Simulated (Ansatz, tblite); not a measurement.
Removing and adding an electron: Si₅O₆. The state is a singlet with charge 0. Geometry: PBE-D4/def2-SVP. Ansatz, gas phase; energy differences of separate SCF runs; the oxidised species was run as a doublet alone; the reduced species was run as a doublet alone.

```xyz
11

Si    0.442   -1.930    2.552
Si    2.991   -0.643    1.052
Si   -1.495    0.366   -2.219
Si   -1.203    1.913   -0.389
Si    0.094    0.007    0.156
O    -0.409   -0.955    1.423
O     1.757    0.142    0.149
O    -0.447   -0.637   -1.315
O    -2.130    0.005   -3.583
O     2.058   -1.598    2.114
O    -1.658    3.330    0.060
```

The xTB rows come from tblite. The structure comes from a short search, and lower isomers may exist.

| level | −HOMO (eV) | vertical IE (eV) | −LUMO (eV) | vertical EA (eV) | HOMO–LUMO gap (eV) | IE − EA (eV) |
| --- | --- | --- | --- | --- | --- | --- |
| GFN1-xTB | 9.89 | 12.05 | 7.31 | 4.98 | 2.58 | 7.08 |
| GFN2-xTB | 10.07 | 12.51 | 7.53 | 5.14 | 2.54 | 7.37 |
| PBE-D4/def2-TZVP | 6.65 | – | 4.74 | 2.48 | 1.90 | – |
| B97M-V/def2-TZVP | 6.93 | – | 4.71 | 2.47 | 2.23 | – |
| PBE0-D4/def2-TZVP | 7.93 | 9.43 | 4.08 | 2.49 | 3.85 | 6.94 |

Run but left out: PBE-D4/def2-TZVP, B97M-V/def2-TZVP (charge +1 doublet: an occupied level 0.03 to 0.04 eV above an empty one).   Raw xTB energy differences between charge states are shifted by several eV; the methods need an empirical correction for them. Sets without diffuse functions give affinities that are too small.
